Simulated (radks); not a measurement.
Results of a calculation; reference values are marked as such.
Initial-state core-level shifts of neutral gadolinium when its valence configuration changes from [Xe] 4f7 5d1 6s2. Level of theory: scalar-relativistic Kohn-Sham, PBEsol, spin-polarised, spherical densities, finite nucleus; open shells are filled with parallel spins first (spin-orbit coupling, left out, can overturn this in heavy ions); Fermi nuclear charge, rms radius 5.1569 fm (a radial shooting solver on a logarithmic mesh with Libxc functionals). Shifts are changes of the shell-averaged eigenvalues in eV (positive: less bound); the change of the density at the nucleus, which sets a Mossbauer isomer shift, is in e/bohr^3, on a base of 6.573e+05.

| valence | 1s | 3p | 3d | 5p | density at nucleus |
|---|---|---|---|---|---|
| 4f7 6s2 6p1 | -3.247 | -3.257 | -3.271 | -3.164 | +13.53 |
| 4f5 5d1 6s2 6p2 | -23.177 | -27.154 | -26.952 | -12.331 | +119.13 |
| 4f6 5d2 6s2 | -7.442 | -9.222 | -9.113 | -2.766 | +40.10 |
| 4f6 5d1 6s2 6p1 | -10.958 | -12.774 | -12.679 | -6.086 | +55.49 |
| 4f7 5d1 6s1 6p1 | -1.051 | -1.057 | -1.057 | -0.999 | -23.19 |
| 4f7 5d2 6s1 | +1.733 | +1.742 | +1.751 | +1.783 | -28.19 |
| 4f7.5 5d1 6s1.5 | +3.885 | +4.578 | +4.541 | +2.161 | -30.90 |
| 4f7 5d1 6p2 | -2.280 | -2.269 | -2.269 | -2.214 | -53.31 |
